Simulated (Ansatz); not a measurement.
The first iterations of a band of Cl4Hf + H2 (7 atoms, charge 0, multiplicity 1).

The calculation used RKS BHLYP/def2-SVP (Ansatz 0.2.0).

* movable images: 5
* climbing image: yes
* spring: 5.0 eV/Å²
* optimiser: quadratic models (default)
* start path: through a guess of the saddle point
* force threshold: 0.05 eV/Å
* iteration limit: 60
* end points: relaxed

Image 0:

```xyz
7
Properties=species:S:1:pos:R:3
Hf 0.417 0.000 -0.076
Cl 0.547 0.000 2.256
Cl 2.580 0.000 -0.948
Cl -0.692 1.914 -0.823
Cl -0.692 -1.913 -0.823
H -3.144 0.000 1.257
H -2.747 0.000 1.898
```

Image 6:

```xyz
7
Properties=species:S:1:pos:R:3
Hf -0.366 0.000 -0.761
Cl -0.502 0.000 3.754
Cl 1.837 0.000 0.005
Cl -0.970 1.954 -1.884
Cl -0.970 -1.954 -1.884
H -1.418 0.000 0.725
H -1.343 0.000 2.787
```

| iteration | highest image above the first end (eV) | largest band force component (eV/Å) |
| --- | --- | --- |
| 1 | 4.013 | 4.298 |
| 2 | 2.702 | 2.930 |
| 3 | 2.256 | 1.484 |
| 4 | 2.093 | 1.355 |

Q: Does the band converge within its limit, and where does its top end?

A: It converged. It ended after 14 iterations with the highest image 2.037 eV above the first end. A vibrational analysis at the climbing image gives 2 clearly imaginary modes (365i, 55i cm⁻¹): a point of higher order. A lower path may pass nearby, or the ends, which weren't checked, may share the extra mode. The orbitals stay closed-shell, which can raise the energy where a bond breaks towards radicals; this wasn't checked here.

The run took 2.4 min on 4 threads of Arm Neoverse V2, with other jobs on the host, peak memory 0.29 GiB.
